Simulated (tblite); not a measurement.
All values are computed: GFN2-xTB (tblite) harmonic vibrations without scaling, gas phase. Against measured fundamentals such values can be off by several per cent, at times by over 20. Modes of hydrogen on silicon can be 10 to 20 % off. One conformer each. Thermal functions are those of the rigid rotor and harmonic oscillator, without mixing of conformers.

Question: Order these by their ideal-gas entropy at 500 K and 1 bar, highest first (cal/(mol K)).
A. `C1=C[C@@H]2C[C@]1(CC2)N=C`
B. `CCCc1ccccn1`
C. `C[C@@H](N(C=C)[SiH3])C1CC1`
D. `[SiH3]N[C@H]1C(C[C@H]1CC)=C`

Answer: C (137.4), D (135.6), B (116.2), A (107.5).

```
                      SMILES  atoms  mass (u)  symmetry number  modes under 300 cm⁻¹  ZPE (kcal/mol)  S translation (cal/(mol K))  S rotation  S vibration      S    Cp
   C=CN([SiH3])[C@H](C)C1CC1     24    141.10                1                     9           124.8                         43.3        31.3         62.8  137.4  70.2
C=C1C[C@@H](CC)[C@H]1N[SiH3]     24    141.10                1                     9           125.2                         43.3        31.6         60.6  135.6  69.7
                 CCCc1ccccn1     20    121.09                1                     5           106.4                         42.9        30.4         43.0  116.2  55.5
  C=N[C@@]12C=C[C@@H](CC1)C2     20    121.09                1                     4           106.7                         42.9        29.8         34.8  107.5  55.5
```

Entropies and Cp are for 500 K and 1 bar.
